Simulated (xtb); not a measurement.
Cl$_{3}$OTa (SMILES [O]=[Ta]([Cl])([Cl])[Cl]), singlet, geometry from GFN2-xTB (such geometries of metal compounds can be far from the true shape); GFN2-xTB (xtb).

The xtb input:
```
$ xtb mol.xyz --gfn 2 --json

# file mol.xyz
5

Ta     0.15665099     0.08849969    -0.15002696
O      1.28874592     0.72807464    -1.23425093
Cl     1.08693711    -0.91589593     1.59030402
Cl    -1.17072286    -1.42716546    -1.06863054
Cl    -1.19536069     1.62040996     0.70338389
```

Predict the main parts of the log of this xtb run.


```
   ID    Z sym.   atoms
    1   73 Ta     1
    2    8 O      2
    3   17 Cl     3-5

           -------------------------------------------------
          |                Calculation Setup                |
           -------------------------------------------------

           -------------------------------------------------
          |                 G F N 2 - x T B                 |
           -------------------------------------------------

          ...................................................
          :                      SETUP                      :
          :.................................................:
          :  # basis functions                  44          :
          :  # atomic orbitals                  40          :
          :  # shells                           14          :
          :  # electrons                        32          :
          :  max. iterations                   250          :
          :  Hamiltonian                  GFN2-xTB          :
          :  restarted?                      false          :
          :  GBSA solvation                  false          :
          :  PC potential                    false          :
          :  electronic temp.          300.0000000     K    :
          :  accuracy                    1.0000000          :
          :  -> integral cutoff          0.2500000E+02      :
          :  -> integral neglect         0.1000000E-07      :
          :  -> SCF convergence          0.1000000E-05 Eh   :
          :  -> wf. convergence          0.1000000E-03 e    :
          :  Broyden damping             0.4000000          :
          :  net charge                          0          :
          :  unpaired electrons                  0          :
          ...................................................

 iter      E             dE          RMSdq      gap      omega  full diag
   1    -19.7374401 -0.197374E+02  0.708E+00    3.02       0.0  T
   2    -19.8246665 -0.872264E-01  0.875E+00    4.46       1.0  T
   3    -19.8921680 -0.675015E-01  0.632E+00    3.85       1.0  T
   4    -19.8960499 -0.388183E-02  0.332E+00    3.95       1.0  T
   5    -19.9030502 -0.700038E-02  0.103E+00    3.65       1.0  T
   6    -19.9033085 -0.258207E-03  0.491E-01    3.80       1.0  T
   7    -19.9036465 -0.338076E-03  0.128E-01    3.72       1.0  T
   8    -19.9036553 -0.873784E-05  0.610E-02    3.75       1.0  T
   9    -19.9036602 -0.497583E-05  0.308E-02    3.74       1.5  T
  10    -19.9036614 -0.119052E-05  0.562E-03    3.74       8.0  T
  11    -19.9036614 -0.136830E-07  0.591E-04    3.74      75.7  T
  12    -19.9036614 -0.423054E-09  0.303E-04    3.74     147.6  T

   *** convergence criteria satisfied after 12 iterations ***

         :::::::::::::::::::::::::::::::::::::::::::::::::::::
         ::                     SUMMARY                     ::
         :::::::::::::::::::::::::::::::::::::::::::::::::::::
         :: total energy             -19.865602856937 Eh    ::
         :: gradient norm              0.000043878935 Eh/a0 ::
         :: HOMO-LUMO gap              3.739787308131 eV    ::
         ::.................................................::
         :: SCC energy               -19.903658275545 Eh    ::
         :: -> isotropic ES            0.062258712686 Eh    ::
         :: -> anisotropic ES          0.003858046028 Eh    ::
         :: -> anisotropic XC         -0.002870434283 Eh    ::
         :: -> dispersion             -0.005527547857 Eh    ::
         :: repulsion energy           0.038055418608 Eh    ::
         :: add. restraining           0.000000000000 Eh    ::
         :: total charge              -0.000000000000 e     ::
         :::::::::::::::::::::::::::::::::::::::::::::::::::::

           -------------------------------------------------
          |                Property Printout                |
           -------------------------------------------------

    * Orbital Energies and Occupations

[...]
         5        2.0000           -0.5593335             -15.2202
         6        2.0000           -0.4910177             -13.3613
         7        2.0000           -0.4895066             -13.3202
         8        2.0000           -0.4895066             -13.3202
         9        2.0000           -0.4843270             -13.1792
        10        2.0000           -0.4843270             -13.1792
        11        2.0000           -0.4800474             -13.0628
        12        2.0000           -0.4800474             -13.0628
        13        2.0000           -0.4703241             -12.7982
        14        2.0000           -0.4593637             -12.4999
        15        2.0000           -0.4593637             -12.4999
        16        2.0000           -0.4537571             -12.3474 (HOMO)
        17                         -0.3163224              -8.6076 (LUMO)
        18                         -0.3163224              -8.6076
        19                         -0.2509915              -6.8298
        20                         -0.2315052              -6.2996
        21                         -0.2315052              -6.2996
        22                         -0.0595243              -1.6197
        23                         -0.0161486              -0.4394
        24                         -0.0160093              -0.4356
        25                         -0.0160093              -0.4356
        26                         -0.0148535              -0.4042
        27                         -0.0148535              -0.4042
       ...                                ...                  ...
        40                          0.9887236              26.9045
      -------------------------------------------------------------
                  HL-Gap            0.1374347 Eh            3.7398 eV
             Fermi-level           -0.3850397 Eh          -10.4775 eV

     #   Z          covCN         q      C6AA      α(0)
     1  73 Ta       2.988     1.016   275.862    36.169
     2   8 O        0.722    -0.484    23.507     6.497
     3  17 Cl       0.756    -0.177   104.511    15.638
     4  17 Cl       0.756    -0.177   104.511    15.638
     5  17 Cl       0.756    -0.177   104.511    15.638

 Mol. C6AA /au·bohr⁶  :       2671.287267
 Mol. C8AA /au·bohr⁸  :     191509.409724
 Mol. α(0) /au        :         89.579227

Wiberg/Mayer (AO) data.
largest (>0.10) Wiberg bond orders for each atom

 ---------------------------------------------------------------------------
     #   Z sym  total        # sym  WBO       # sym  WBO       # sym  WBO
 ---------------------------------------------------------------------------
     1  73 Ta   5.788 --     2 O    2.138     4 Cl   1.217     5 Cl   1.217
                             3 Cl   1.217
     2   8 O    2.366 --     1 Ta   2.138
     3  17 Cl   1.441 --     1 Ta   1.217
     4  17 Cl   1.441 --     1 Ta   1.217
     5  17 Cl   1.441 --     1 Ta   1.217
 ---------------------------------------------------------------------------

Topologies differ in total number of bonds
Writing topology from bond orders to xtbtopo.mol

molecular dipole:
                 x           y           z       tot (Debye)
 q only:       -0.450      -0.254       0.431
   full:       -1.029      -0.581       0.985       3.911
molecular quadrupole (traceless):
                xx          xy          yy          xz          yz          zz
 q only:       -0.523      -1.161       0.876       1.968       1.112      -0.353
  q+dip:       -0.921      -2.045       1.543       3.467       1.959      -0.622
   full:       -1.120      -2.486       1.876       4.214       2.381      -0.756

           -------------------------------------------------
          | TOTAL ENERGY              -19.865602856937 Eh   |
          | GRADIENT NORM               0.000043878935 Eh/α |
          | HOMO-LUMO GAP               3.739787308131 eV   |
           -------------------------------------------------

normal termination of xtb
```
